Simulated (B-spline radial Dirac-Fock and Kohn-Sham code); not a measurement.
The computed values come from a radial atomic solver: a relativistic central-field model (Hartree-Slater potential of the initial state, Latter tail, multipole expansion of the photon field, Dirac-Fock thresholds). Kinetic energies are from the vacuum level. Open shells are spread statistically over j, without multiplet splitting. Without correlation, outer binding energies are uncertain by a few eV, most for open f shells.

**Question.** A free atom or ion in its tabulated ground configuration is ionised with 4000 eV photons and gives these photoelectron lines. Identify it and assign the lines.

```
kinetic energy (eV)  relative cross section
             2531.6                   100.0
             3788.5                     6.8
             3817.8                    0.29
             3818.2                    0.56
```

**Answer.** Mg⁵⁺, [He] 2s2 2p3. Binding energies are hν less the kinetic energy: 1s 1468.4 eV, 2s 211.5 eV, 2p1/2 182.2 eV, 2p3/2 181.8 eV.
